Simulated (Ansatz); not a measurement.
Reaction (formal hydrolysis of the Al–Cl bond): `O[SiH2][AlH][Cl]` + H₂O → `[OH][AlH][SiH2]O` + HCl

Gas-phase electronic energies from Ansatz, PBE0-D4/def2-TZVP geometries. CBS: MP2 limit from def2 TZ/QZ plus the TZ coupled-cluster correction, frozen cores. This one scheme is used for every species. DFT in def2-TZVPP. B3LYP here is the variant with VWN-RPA as its local correlation; programs differ in this. Each species was taken in one conformer, which may not be the lowest.

`O[SiH2][AlH][Cl]`:

Z-matrix (Å, degrees):
```
Si
Al 1 2.456
O 1 1.655 2 108.3
H 1 1.493 2 111.2 3 121.2
H 1 1.490 2 112.4 3 -119.9
Cl 2 2.117 1 110.3 3 -5.2
H 2 1.581 1 132.9 3 175.2
H 3 0.959 1 116.4 2 9.3
```

H₂O:

Cartesian coordinates in Å:
```
O -0.381 -0.014 -0.079
H 0.300 -0.620 -0.379
H 0.081 0.634 0.457
```

`[OH][AlH][SiH2]O`:

```xyz
9

O     1.390    0.813    1.796
Al    1.414    0.450    0.134
Si   -0.613   -0.546   -0.871
O    -1.897   -0.563    0.189
H     0.647    0.598    2.358
H     2.763    0.801   -0.619
H    -0.997    0.146   -2.142
H    -0.393   -1.977   -1.223
H    -2.314    0.279    0.378
```

HCl:

Z-matrix (Å, degrees):
```
Cl
H 1 1.279
```

| species | B3LYP energy (Eh) |
| --- | --- |
| `O[SiH2][AlH][Cl]` | -1069.98002 |
| H₂O | -76.46667 |
| `[OH][AlH][SiH2]O` | -685.59946 |
| HCl | -460.83627 |

Q: Work out ΔE.

A: ΔE = (-685.59946) + (-460.83627) − (-1069.98002) − (-76.46667) = 0.01096 Eh = +6.9 kcal/mol. CCSD(T)/CBS gives +8.6 kcal/mol.

Largest T1 diagnostic among the species: 0.013.

Leaving LDA and LC-ωPBE aside and taking each functional with its dispersion term where it has one, the values, not all of them listed here, spread over 2.8 kcal/mol, from BLYP-D4 to HSE06-D4. From r2SCAN to r2SCAN0 (25 % exact exchange), in def2-TZVPP and without D4, ΔE moves by +0.8 kcal/mol.
